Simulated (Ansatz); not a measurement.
Cartesian coordinates in Å:
```
C -2.396 -1.916 -0.551
C -1.369 -1.334 -0.264
Hf 0.460 -0.225 0.231
O 0.739 -0.337 2.111
O 1.896 -0.950 -0.786
C 0.228 1.891 -0.309
C 0.065 3.054 -0.620
H -3.299 -2.425 -0.804
H 1.058 -0.483 2.996
H 2.697 -1.351 -1.109
H -0.080 4.075 -0.894
```

The species carries charge 0 and has multiplicity 1. Hf takes the def2 core potential.

Problem. List the PBE0/def2-TZVPP orbital energies in eV (the Gaussian-basis code of Ansatz). (Best estimate.)

Solution. Computed: Occupied: -522.78, -522.78, -278.08, -278.08, -277.41, -277.41, -68.22, -36.97, -36.64, -36.36, -27.34, -27.06, -20.47, -20.45, -14.92, -14.83, -14.67, -14.18, -10.62, -10.19, -10.10, -10.03, -9.70, -9.52, -8.11, -7.92, -7.88, -7.79. Lowest empty: -1.45, -0.72, -0.46, 0.14, 0.15, 1.01, 1.32, 2.24.
